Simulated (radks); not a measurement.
Si V, 10 electrons, occupied as [Ne]. Calculated with a radial shooting solver on a logarithmic mesh with Libxc functionals: non-relativistic Kohn-Sham, exchange-only PBE, spin-polarised, spherical densities, point nucleus.

Normalised radial functions P(r) = r R(r), r in bohr:

r             1s       2s      2p
0.003585  0.3466   0.0923  0.0011
0.004378  0.4187   0.1115  0.0016
0.005348  0.5045   0.1343  0.0024
0.006531  0.6061   0.1613  0.0036
0.007978  0.7254   0.1929  0.0053
0.009744  0.8643   0.2297  0.0077
0.0119    1.0243   0.2720  0.0114
0.01454   1.2058   0.3197  0.0167
0.01775   1.4080   0.3724  0.0243
0.02169   1.6279   0.4290  0.0353
0.02649   1.8596   0.4873  0.0510
0.03261   2.1025   0.5459  0.0741
0.03983   2.3231   0.5948  0.1053
0.04865   2.5114   0.6286  0.1481
0.05942   2.6439   0.6375  0.2057
0.07258   2.6954   0.6098  0.2816
0.08864   2.6429   0.5327  0.3788
0.1083    2.4720   0.3950  0.4990
0.1322    2.1839   0.1898  0.6414
0.1615    1.8007  -0.0807  0.8009
0.1973    1.3661  -0.4008  0.9670
0.241     0.9375  -0.7391  1.1229
0.2943    0.5701  -1.0493  1.2462
0.3595    0.2995  -1.2779  1.3119
0.4391    0.1319  -1.3788  1.2997
0.5363    0.0469  -1.3305  1.2015
0.655     0.0129  -1.1467  1.0262
0.8       0.0026  -0.8754  0.7998
0.9771    0.0004  -0.5836  0.5601
1.193     0.0000  -0.3330  0.3456
1.458     0.0000  -0.1579  0.1826
1.78      0.0000  -0.0597  0.0796

1s: eigenvalue -1835.6 eV, 0 radial nodes, <r> = 0.112 bohr, 90 % of the charge inside 0.199 bohr. 2s: eigenvalue -190.13 eV, 1 radial node at r = 0.153 bohr, <r> = 0.567 bohr, 90 % of the charge inside 0.892 bohr. 2p: eigenvalue -147.14 eV, 0 radial nodes, <r> = 0.532 bohr, 90 % of the charge inside 0.893 bohr.
